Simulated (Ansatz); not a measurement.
Calculated with Ansatz (gas phase, PBE0-D4/def2-TZVP geometries, no zero-point term in ΔE). CCSD(T)/CBS is the MP2 limit (def2-TZVPP, def2-QZVPP) plus CCSD(T) − MP2 in def2-TZVPP, frozen cores. This one scheme is used for every species. Functionals use def2-TZVPP. B3LYP here is the variant with VWN-RPA as its local correlation; programs differ in this. HSE06 is defined as in plane-wave codes. Elements past krypton have def2 core potentials. For I, Sb outer-core shells are correlated without core-valence functions, which leaves a few kJ/mol of doubt a bond.

Consider the formal exchange of groups at the Sb–I bond: `[SbH2][I]` + `[F][AlH2]` → `[F][AlH][SbH2]` + HI.

Task: Is it downhill or uphill in electronic energy at CCSD(T)/CBS, and by how much? (Best estimate.)

Result: Computed: Uphill: ΔE = +6.3 kcal/mol.

Task: What do these levels give: PBE-D4, B3LYP-D4, HSE06-D4, BHLYP-D4, ωB97X-V, ωB97M-V, B2PLYP, PBE-QIDH, B3LYP, HSE06, HF/CBS(def2), MP2/CBS(def2)? (Best estimate.)

Result: Ansatz gave: PBE-D4 4.9, B3LYP-D4 7.5, HSE06-D4 5.1, BHLYP-D4 8.2, ωB97X-V 6.3, ωB97M-V 6.2, B2PLYP 6.5, PBE-QIDH 4.9, B3LYP 7.2, HSE06 5.0, HF/CBS(def2) 10.1, MP2/CBS(def2) 7.6 kcal/mol.

Largest T1 diagnostic among the species: 0.014.

In def2-TZVPP, CCSD(T) changes the Hartree–Fock value by −5.5 kcal/mol (the triples alone add −0.3 kcal/mol) and MP2 by −4.3 kcal/mol. Leaving LDA and LC-ωPBE aside and taking each functional with its dispersion term where it has one, the values, not all of them listed here, spread over 3.6 kcal/mol, from PBE-D4 to B97M-V. LDA lies −2.4 kcal/mol from PBE without D4. At CCSD(T), def2-SVP lies −1.9 kcal/mol from the extrapolated value and def2-TZVPP −2.5 kcal/mol.
